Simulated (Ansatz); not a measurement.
## A cut through the energy surface

SiClF2 (SMILES F[Si](F)Cl), doublet, at its PBE0-D4/def2-TZVP minimum:

```xyz
4
angstrom
F 1.3081 0.1290 0.7980
Si 0.2212 -0.3165 -0.2657
F -0.8718 -1.1574 0.5149
Cl -0.6576 1.3449 -1.0473
```

The angle F3–Si2–F1 (107.0° at the minimum) is set to the values below, F3, with anything bonded beyond it, turning rigidly in the plane of the angle. Each method's energies count from its own value at the PBE0-D4 minimum structure. Computed with Ansatz 0.2.0 (basis: def2-TZVPP); correlated methods freeze the cores; orbitals are unrestricted. B3LYP uses VWN-RPA correlation.

```json
{"angle (°)": "83.0", "CCSD(T) (kJ/mol)": "74.1", "B3LYP-D4 (kJ/mol)": "71.2", "PBE0-D4 (kJ/mol)": "70.8", "wB97M-V (kJ/mol)": "70.0"}
{"angle (°)": "89.0", "CCSD(T) (kJ/mol)": "?", "B3LYP-D4 (kJ/mol)": "35.8", "PBE0-D4 (kJ/mol)": "35.6", "wB97M-V (kJ/mol)": "35.0"}
{"angle (°)": "95.0", "CCSD(T) (kJ/mol)": "15.2", "B3LYP-D4 (kJ/mol)": "14.4", "PBE0-D4 (kJ/mol)": "14.4", "wB97M-V (kJ/mol)": "14.0"}
{"angle (°)": "101.0", "CCSD(T) (kJ/mol)": "3.6", "B3LYP-D4 (kJ/mol)": "3.3", "PBE0-D4 (kJ/mol)": "3.3", "wB97M-V (kJ/mol)": "3.2"}
{"angle (°)": "107.0", "CCSD(T) (kJ/mol)": "0.0", "B3LYP-D4 (kJ/mol)": "0.0", "PBE0-D4 (kJ/mol)": "0.0", "wB97M-V (kJ/mol)": "0.0"}
{"angle (°)": "113.0", "CCSD(T) (kJ/mol)": "3.0", "B3LYP-D4 (kJ/mol)": "3.0", "PBE0-D4 (kJ/mol)": "3.0", "wB97M-V (kJ/mol)": "3.0"}
{"angle (°)": "119.0", "CCSD(T) (kJ/mol)": "11.7", "B3LYP-D4 (kJ/mol)": "11.4", "PBE0-D4 (kJ/mol)": "11.2", "wB97M-V (kJ/mol)": "11.2"}
{"angle (°)": "125.0", "CCSD(T) (kJ/mol)": "?", "B3LYP-D4 (kJ/mol)": "24.4", "PBE0-D4 (kJ/mol)": "24.1", "wB97M-V (kJ/mol)": "23.9"}
{"angle (°)": "131.0", "CCSD(T) (kJ/mol)": "?", "B3LYP-D4 (kJ/mol)": "41.5", "PBE0-D4 (kJ/mol)": "41.2", "wB97M-V (kJ/mol)": "40.5"}
```

Question: Fill in the withheld CCSD(T) values. (To be estimated.)

Answer: By the calculation: 37.4 kJ/mol at 89.0°; 25.2 kJ/mol at 125.0°; 43.3 kJ/mol at 131.0°. These count from the CCSD(T) energy at the PBE0-D4 minimum.

Minimum and curvature along this coordinate at CCSD(T): A fifth-order fit through the nearest points gives 107.1°, with a curvature of about 1.9 meV/deg².

Largest difference from the CCSD(T) curve over the scan: PBE-D4 4.9; r2SCAN-D4 3.2; HF 6.6; MP2 1.4 kJ/mol. Each curve counts from its own value at the minimum.

The T1 diagnostic stays at or below 0.014. ⟨S²⟩ of the unrestricted Hartree–Fock references: 0.75 (a pure state has 0.75).

For scale, one of the runs: CCSD(T)/def2-TZVPP, 146 basis functions (an equivalent command: `ansatz run in.yaml --threads 4`). Time: 16 s of wall clock on 4 CPU threads; the host was shared. Peak host memory: 2.4 GiB.
